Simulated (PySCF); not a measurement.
## Substituent effects on chemical shifts

Parent skeleton `[SiH3:1][C:2]12[CH:3]=[CH:4][CH:5]1[CH:6]=[CH:7]2`; one hydrogen on atom 4 is replaced by X. Hydrogens on one atom are averaged.

[PySCF 2.14: GFN2-xTB geometry; PBE0/pcSseg-1 with gauge-including orbitals; non-relativistic Hamiltonian; one conformer; isolated molecule; fast rotation and ring inversion assumed for equivalent nuclei]

Chemical shifts δ = σref − σ; $^{29}$Si, $^{13}$C, $^{1}$H vs TMS, all at this level.

Parent (X = H): Si1 -74.0, C2 51.8, C3 157.2, C4 150.3, C5 56.1, C6 150.3, C7 157.2, H(Si1) 4.07, H(C3) 7.02 ppm. Effects are Δδ = δ(X) − δ(H), positive for deshielding.

Known members:
| X | Si1 | C2 | C3 | C4 | C5 | C6 | C7 | H(Si1) | H(C3) |
| --- | --- | --- | --- | --- | --- | --- | --- | --- | --- |
| SSiH3 | +0.4 | -3.6 | -15.0 | +6.1 | +3.1 | -1.6 | -0.6 | +0.00 | -0.62 |
| CH2OH | -0.1 | -4.4 | -5.9 | +15.8 | +0.3 | -0.9 | +0.6 | +0.01 | -0.17 |
| OSiH3 | +2.4 | -12.7 | -37.2 | +15.8 | +0.6 | -2.1 | +3.3 | +0.05 | -1.56 |
| SCH3 | +0.3 | -3.5 | -20.1 | +11.3 | +0.1 | -1.9 | +0.4 | +0.00 | -0.84 |
| CH2F | +0.3 | -3.3 | -4.2 | +9.8 | -1.9 | -1.2 | -0.1 | +0.04 | -0.13 |

Four more derivatives gave (Δδ, ppm):
```
compound   Si1    C2     C3     C4    C5    C6    C7  H(Si1)  H(C3)
       1  +0.3  -3.9   +0.6  +10.4  -1.3  +1.1  -1.4   +0.01  +0.04
       2  +1.1  -4.3  +11.6   +9.9  -2.5  -0.5  +0.0   +0.07  +1.05
       3  +0.9  -3.6   +8.3   +6.3  -0.9  -0.9  -0.7   +0.05  +0.67
       4  -0.5  -4.2   -4.3   +9.5  -1.8  -1.5  +0.6   +0.02  -0.17
```

Their substituents are C(S)CH3, CH2Cl, CH=NMe, COCH3. Which is which?

Results:

1: X = CH=NMe (C/N=C/C1=C[C@@]2([SiH3])C=C[C@@H]12); 2: X = C(S)CH3 (CC(=S)C1=C[C@@]2([SiH3])C=C[C@@H]12); 3: X = COCH3 (CC(=O)C1=C[C@@]2([SiH3])C=C[C@@H]12); 4: X = CH2Cl ([SiH3][C@@]12C=C[C@@H]1C(CCl)=C2).
